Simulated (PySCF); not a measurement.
SMILES F[SiH](F)[GeH3], CAM-B3LYP/def2-SVP optimised geometry.

```
8

Si    -1.12    -0.04     0.00
F     -1.64    -0.71     1.37
F     -1.64     1.49     0.00
Ge     1.25    -0.04     0.00
H     -1.77    -0.75    -1.13
H      1.77     0.70    -1.24
H      1.77    -1.49    -0.03
H      1.77     0.65     1.26
```

Density from CAM-B3LYP/def2-TZVP (PySCF) at that geometry.

Minimum of the electron density along straight lines between bonded atoms, close to the bond critical point (lines longer than 1.1 times the sum of covalent radii, or with two minima, are not listed):

```
bond     length / Å  ρ at the minimum / e bohr⁻³  ∇²ρ there / e bohr⁻⁵  position (fraction from the first atom)
-------  ----------  ---------------------------  --------------------  ---------------------------------------
Si1–F2        1.615                        0.134                  0.92                                     0.42
Si1–F3        1.615                        0.134                  0.92                                     0.42
Si1–Ge4       2.369                        0.098                 -0.15                                     0.50
Si1–H5        1.481                        0.129                  0.12                                     0.49
Ge4–H6        1.535                        0.133                  0.06                                     0.59
Ge4–H7        1.535                        0.133                  0.06                                     0.59
Ge4–H8        1.533                        0.134                  0.06                                     0.59
```
